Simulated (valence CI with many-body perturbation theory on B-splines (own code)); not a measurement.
**E1 line list for Ce²⁷⁺**

Calculated by valence CI with perturbative core correlation (CI+MBPT): three valence electrons over a frozen Dirac-Fock core [Ar] 3d10, radial functions for each j: 11 s, 11 p, 10 d, 8 f, 5 g, 2 h, with the one-electron correlation potential Σ1, the two-electron term Σ2, the three-electron term Σ3, Breit, model QED; selected CI, second order for the rest, scaled by the run's own slope (own B-spline code, finite nucleus).

The last digits are not significant, and no measured levels were compared; by estimate large intervals hold to a few tenths of a per cent, small ones and those within an open d or f shell to about a per cent.

Lines 1 to 50 of 571 in falling wavelength, among levels below 30.856 Ry, chosen from the strongest by gf and those to the six lowest levels. Wavelengths and rates use the calculated energies. Electric multipoles are in the length gauge, E1 and E2 with the static RPA response of the core. Weak lines are less certain than strong ones. Lines between different terms over intervals too small for the method are left out, as are lines whose strength nearly cancels. Where a level lies close to another of its J and parity, the split of strength between their lines is uncertain. The highest levels of a list are the least certain.

Levels are named by their leading jj configuration (3d3/2^4 stands for four electrons in 3d with j = 3/2), which in mixed levels can hold well under half, so a name can repeat and another be missing. Letters in brackets count levels of one name in rising energy.

| λ vac (Å) | Upper | Lower | A (s⁻¹) | S (a.u.) with core polarisation | S without |
| --- | --- | --- | --- | --- | --- |
| 383.2 | (4s 4p1/2^2) J=1/2 | (4s^2 4p3/2) J=3/2 | 6.08e+07 | 3.38e-03 | 3.65e-03 |
| 306.0 | (4s^2 5p3/2) J=3/2 | (4s^2 5s) J=1/2 | 1.60e+10 | 9.07e-01 | 9.18e-01 |
| 243.9 | (4p1/2 4p3/2 4f7/2) J=11/2 | (4s 4p3/2 4f7/2) J=9/2 [b] | 3.14e+09 | 2.69e-01 | 2.91e-01 |
| 242.8 | (4s 4p1/2 4p3/2) J=3/2 [a] | (4s^2 4p3/2) J=3/2 | 6.27e+08 | 1.77e-02 | 1.92e-02 |
| 241.0 | (4p1/2 4p3/2 4f5/2) J=9/2 | (4s 4p3/2 4f5/2) J=7/2 [c] | 4.45e+09 | 3.08e-01 | 3.32e-01 |
| 237.9 | (4p1/2 4p3/2^2) J=5/2 | (4s 4p3/2^2) J=3/2 | 5.70e+09 | 2.27e-01 | 2.46e-01 |
| 237.8 | (4p1/2 4d3/2 4d5/2) J=9/2 | (4s 4d3/2 4d5/2) J=7/2 [b] | 4.07e+09 | 2.70e-01 | 2.92e-01 |
| 225.7 | (4p1/2 4p3/2 4d5/2) J=9/2 | (4s 4p3/2 4d5/2) J=7/2 [a] | 4.89e+09 | 2.77e-01 | 3.00e-01 |
| 224.7 | (4p1/2 4p3/2 4f5/2) J=7/2 | (4s 4p3/2 4f7/2) J=5/2 [b] | 5.02e+09 | 2.25e-01 | 2.42e-01 |
| 220.5 | (4s 4p1/2 4p3/2) J=5/2 | (4s^2 4p3/2) J=3/2 | 4.63e+09 | 1.47e-01 | 1.59e-01 |
| 212.5 | (4s 4p1/2^2) J=1/2 | (4s^2 4p1/2) J=1/2 | 7.15e+09 | 6.77e-02 | 7.32e-02 |
| 203.7 | (4p1/2^2 4p3/2) J=3/2 | (4s 4p1/2 4p3/2) J=3/2 [b] | 6.90e+09 | 1.15e-01 | 1.24e-01 |
| 201.6 | (4p1/2 4d5/2^2) J=7/2 | (4s 4d3/2 4d5/2) J=9/2 | 6.52e+09 | 2.11e-01 | 2.28e-01 |
| 201.3 | (4p1/2 4p3/2 4d5/2) J=5/2 [b] | (4s 4p3/2 4d5/2) J=7/2 [b] | 9.55e+09 | 2.31e-01 | 2.49e-01 |
| 200.6 | (4p1/2^2 4f7/2) J=7/2 | (4s 4p1/2 4f7/2) J=7/2 [c] | 6.50e+09 | 2.07e-01 | 2.24e-01 |
| 197.5 | (4p1/2 4p3/2 4f7/2) J=9/2 [a] | (4s 4p3/2 4f7/2) J=9/2 [a] | 7.65e+09 | 2.91e-01 | 3.14e-01 |
| 196.1 | (4p1/2 4d5/2^2) J=7/2 | (4s 4d5/2^2) J=9/2 | 7.75e+09 | 2.31e-01 | 2.49e-01 |
| 195.4 | (4p1/2^2 4f7/2) J=7/2 | (4s 4p1/2 4f7/2) J=9/2 | 1.04e+10 | 3.07e-01 | 3.31e-01 |
| 195.1 | (4p1/2 4d5/2^2) J=9/2 | (4s 4d5/2^2) J=9/2 | 8.46e+09 | 3.10e-01 | 3.35e-01 |
| 192.7 | (4s 4p1/2 4p3/2) J=3/2 [b] | (4s^2 4p3/2) J=3/2 | 4.16e+09 | 5.87e-02 | 6.34e-02 |
| 192.4 | (4p1/2 4p3/2 4f7/2) J=11/2 | (4s 4p3/2 4f7/2) J=11/2 | 9.28e+09 | 3.92e-01 | 4.23e-01 |
| 189.9 | (4p1/2 4p3/2 4f7/2) J=7/2 [b] | (4s 4p3/2 4f7/2) J=9/2 [a] | 1.01e+10 | 2.72e-01 | 2.94e-01 |
| 189.8 | (4p1/2 4d3/2 4d5/2) J=7/2 [b] | (4s 4d3/2 4d5/2) J=9/2 | 6.71e+09 | 1.81e-01 | 1.95e-01 |
| 189.4 | (4p1/2 4p3/2^2) J=3/2 | (4s 4p3/2^2) J=5/2 | 1.46e+10 | 1.96e-01 | 2.11e-01 |
| 187.5 | (4p1/2 4p3/2^2) J=5/2 | (4s 4p3/2^2) J=5/2 | 1.19e+10 | 2.32e-01 | 2.51e-01 |
| 187.1 | (4p1/2 4p3/2 4f7/2) J=9/2 [b] | (4s 4p3/2 4f7/2) J=11/2 | 1.37e+10 | 4.41e-01 | 4.76e-01 |
| 185.8 | (4p1/2 4p3/2 4d5/2) J=7/2 [a] | (4s 4p3/2 4d5/2) J=9/2 | 2.00e+10 | 5.07e-01 | 5.48e-01 |
| 185.5 | (4p1/2^2 4d3/2) J=3/2 | (4s 4p1/2 4d3/2) J=5/2 | 1.97e+10 | 2.48e-01 | 2.68e-01 |
| 184.9 | (4p1/2 4d3/2 4d5/2) J=7/2 [b] | (4s 4d5/2^2) J=9/2 | 1.03e+10 | 2.58e-01 | 2.79e-01 |
| 184.4 | (4p1/2^2 4d5/2) J=5/2 | (4s 4p1/2 4d5/2) J=7/2 | 2.50e+10 | 4.64e-01 | 5.01e-01 |
| 183.0 | (4p1/2 4d3/2 4d5/2) J=5/2 [b] | (4s 4d3/2 4d5/2) J=7/2 [a] | 1.09e+10 | 1.98e-01 | 2.13e-01 |
| 182.7 | (4s 4p1/2 4p3/2) J=1/2 | (4s^2 4p3/2) J=3/2 | 8.77e+09 | 5.28e-02 | 5.71e-02 |
| 181.7 | (4p1/2^2 4f7/2) J=7/2 | (4p3/2^2 4d5/2) J=9/2 | 1.05e+10 | 2.48e-01 | 2.68e-01 |
| 179.8 | (4p1/2^2 4p3/2) J=3/2 | (4s 4p1/2 4p3/2) J=5/2 | 3.21e+10 | 3.68e-01 | 3.97e-01 |
| 178.6 | (4p1/2 4p3/2 4d5/2) J=9/2 | (4s 4p3/2 4d5/2) J=9/2 | 1.61e+10 | 4.53e-01 | 4.90e-01 |
| 173.9 | (4p1/2 4p3/2 4d3/2) J=5/2 [b] | (4s 4p3/2 4d3/2) J=7/2 | 1.52e+10 | 2.37e-01 | 2.56e-01 |
| 167.4 | (4p3/2 4d5/2^2) J=11/2 | (4s 4p3/2 4f7/2) J=9/2 [a] | 5.76e+09 | 1.60e-01 | 1.74e-01 |
| 167.2 | (4p1/2^2 4p3/2) J=3/2 | (4s 4p1/2 4p3/2) J=3/2 [a] | 9.80e+09 | 9.05e-02 | 9.77e-02 |
| 166.0 | (4p3/2^2 4f7/2) J=11/2 | (4s 4p3/2 4f7/2) J=9/2 [c] | 2.18e+10 | 5.89e-01 | 6.37e-01 |
| 164.3 | (4p3/2^2 4f5/2) J=7/2 | (4s 4p3/2 4f5/2) J=7/2 [b] | 9.59e+09 | 1.68e-01 | 1.82e-01 |
| 160.9 | (4s 4p1/2 4p3/2) J=3/2 [a] | (4s^2 4p1/2) J=1/2 | 2.22e+08 | 1.83e-03 | 1.97e-03 |
| 156.5 | (4p1/2 4p3/2 4f5/2) J=7/2 | (4s 4p1/2 4f5/2) J=7/2 | 1.51e+10 | 2.28e-01 | 2.47e-01 |
| 156.0 | (4s 4p1/2 4f7/2) J=9/2 | (4s 4p3/2 4d5/2) J=7/2 [b] | 2.16e+10 | 4.05e-01 | 4.38e-01 |
| 154.4 | (4p3/2 4d5/2^2) J=9/2 [b] | (4s 4d5/2^2) J=7/2 | 2.28e+10 | 4.15e-01 | 4.49e-01 |
| 154.2 | (4s 4p3/2^2) J=5/2 | (4s^2 4p3/2) J=3/2 | 1.09e+10 | 1.18e-01 | 1.28e-01 |
| 153.9 | (4p3/2 4d3/2 4d5/2) J=11/2 | (4s 4p3/2 4f7/2) J=9/2 [a] | 6.70e+09 | 1.45e-01 | 1.56e-01 |
| 153.9 | (4p3/2^2 4d5/2) J=5/2 [a] | (4s 4p3/2 4d5/2) J=3/2 | 2.17e+10 | 2.34e-01 | 2.53e-01 |
| 153.3 | (4p3/2 4d5/2^2) J=3/2 | (4s 4d5/2^2) J=1/2 | 2.09e+10 | 1.49e-01 | 1.61e-01 |
| 153.3 | (4p3/2^3) J=3/2 | (4s 4p3/2^2) J=3/2 | 3.79e+10 | 2.69e-01 | 2.91e-01 |
| 152.9 | (4s 4p1/2 4f7/2) J=7/2 [c] | (4s 4p3/2 4d5/2) J=7/2 [b] | 1.03e+10 | 1.45e-01 | 1.56e-01 |
